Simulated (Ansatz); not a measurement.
Reaction (ligand exchange at the In–O bond): `[OH][InH][OH]` + H₂S → `[OH][InH][SH]` + H₂O

Gas-phase electronic energies from Ansatz, PBE0-D4/def2-TZVP geometries. CBS: MP2 limit from def2 TZ/QZ plus the TZ coupled-cluster correction, frozen cores. This one scheme is used for every species. DFT in def2-TZVPP. B3LYP here is the variant with VWN-RPA as its local correlation; programs differ in this. Elements past krypton have def2 core potentials. For In outer-core shells are correlated without core-valence functions, which leaves a few kJ/mol of doubt a bond. Each species was taken in one conformer, which may not be the lowest.

```tsv
level	ΔE (kJ/mol)	difference from CCSD(T)/CBS
PBE-D4	-61.7	-0.4
r2SCAN-D4	-61.2	0.1
PBE0-D4	-68.4	-7.1
B3LYP-D4	-59.7	1.6
ωB97X-V	-57.5	3.8
ωB97M-V	-60.9	0.4
B2PLYP	-57.1	4.2
PBE	-59.9	1.4
r2SCAN	-60.8	0.5
PBE0	-66.8	-5.5
B3LYP	-56.7	4.6
HF/def2-TZVPP	-63.8	-2.5
MP2/def2-TZVPP	-63.0	-1.7
SCS-MP2/def2-TZVPP	-57.8	3.5
CCSD/def2-TZVPP	-60.3	1.0
CCSD(T)/def2-TZVPP	-60.0	1.3
HF/def2-QZVPP	-62.7	-1.4
MP2/def2-QZVPP	-63.4	-2.1
SCS-MP2/def2-QZVPP	-58.4	2.9
CCSD/def2-QZVPP	-59.4	1.9
CCSD(T)/def2-QZVPP	-59.5	1.8
HF/CBS(def2)	-62.5	-1.2
MP2/CBS(def2)	-64.4	-3.1
CCSD/CBS(def2)	-61.6	-0.3
CCSD(T)/CBS	-61.3	0
```

Largest T1 diagnostic among the species: 0.017.

From PBE to PBE0 (25 % exact exchange), in def2-TZVPP and without D4, ΔE moves by −6.9 kJ/mol. The D4 term adds −3.0 kJ/mol with B3LYP and −1.7 kJ/mol with PBE0; it sums over pairs of atoms, weighted by their polarisabilities, and B3LYP, whose exchange is more repulsive, gets the larger term.
